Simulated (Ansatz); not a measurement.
The same path of C2H6OSSi (11 atoms, charge 0, multiplicity 1) was run twice with different band settings. Lost on the way: C2–Si4, O3–H8. Made: C1–Si4, C2–H8.

The calculation used RKS CAM-B3LYP/6-31G* in Ansatz 0.2.0.

Relaxed end points:

```xyz
11
Properties=species:S:1:pos:R:3
C 0.204 0.372 1.821
C 0.483 0.289 0.519
O 1.448 1.094 -0.026
Si -0.338 -0.979 -0.586
S -0.693 -0.054 -2.503
H -0.539 -0.274 2.273
H 0.721 1.079 2.464
H 1.349 1.107 -0.992
H -1.577 -1.474 0.054
H 0.564 -2.101 -0.933
H -1.556 0.885 -2.071
```

```xyz
11
Properties=species:S:1:pos:R:3
C 0.115 0.259 0.914
C 1.335 0.993 0.440
O 2.465 0.632 0.662
Si -0.477 -1.037 -0.336
S -1.021 -0.196 -2.238
H -0.706 0.957 1.114
H 0.360 -0.283 1.834
H 1.140 1.899 -0.171
H -1.635 -1.748 0.260
H 0.617 -1.980 -0.644
H -2.127 0.446 -1.814
```

Common settings: movable images 5; climbing image yes; spring 5.0 eV/Å²; optimiser quadratic models (default); start path through a guess of the saddle point; force threshold 0.05 eV/Å; end points relaxed.

| run | iteration limit |
| --- | --- |
| 1 | 60 |
| 2 | 6 |

Question: What does each run give, and how far can it be trusted?

Answer: Run 1: converged after 35 iterations, highest image 3.632 eV above the first end. Neighbouring images differ by up to 2.9 eV, so the band resolves the path poorly. A vibrational analysis at the climbing image gives one clearly imaginary mode, 1486i cm⁻¹: a first-order saddle point.
Run 2: not converged after 6 iterations, highest image 3.824 eV above the first end. The band didn't meet its force threshold, so its energies are provisional: the largest band force was still 3.56 eV/Å, and over the last iterations the top moved between 3.82 and 4.00 eV.
The orbitals stay closed-shell, which can raise the energy where a bond breaks towards radicals; this wasn't checked here.
